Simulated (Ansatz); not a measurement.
Start from `C[Si]([AlH2])([SiH3])Cl` and change one atom or group to get `C[Si](C)([SiH3])Cl`.

Ansatz, PBE0-D4/def2-TZVP geometries, multiplicity 1. 

```
                                        property  `C[Si]([AlH2])([SiH3])Cl`
size of the dipole moment (B3LYP/def2-TZVPP) / D                       1.97
            HOMO–LUMO gap (PBE0/def2-TZVPP) / eV                       4.93
         HOMO–LUMO gap (ωB97M-V/def2-TZVPP) / eV                       8.50
           HOMO–LUMO gap (B3LYP/def2-TZVPP) / eV                       4.57
             HOMO energy (B3LYP/def2-TZVPP) / eV                      -6.89
           HOMO energy (ωB97M-V/def2-TZVPP) / eV                      -9.00
```

Task: Give the same properties after the change, and the shifts. (Best estimate.)

Result: Computed: 
```
                                        property  `C[Si](C)([SiH3])Cl`  shift
size of the dipole moment (B3LYP/def2-TZVPP) / D                  2.00   0.03
            HOMO–LUMO gap (PBE0/def2-TZVPP) / eV                  7.85   2.92
         HOMO–LUMO gap (ωB97M-V/def2-TZVPP) / eV                 11.68   3.18
           HOMO–LUMO gap (B3LYP/def2-TZVPP) / eV                  7.49   2.92
             HOMO energy (B3LYP/def2-TZVPP) / eV                 -7.55  -0.66
           HOMO energy (ωB97M-V/def2-TZVPP) / eV                 -9.79  -0.79
```

With PBE0 the HOMO falls by 0.67 eV and the LUMO rises by 2.24 eV, so the gap widens by about 2.91 eV. PBE moves the HOMO by -0.55 eV and ωB97M-V by -0.79 eV. Dipoles are sizes alone; their direction can turn.

B3LYP here is the variant with VWN-RPA as its local correlation; programs differ in this.
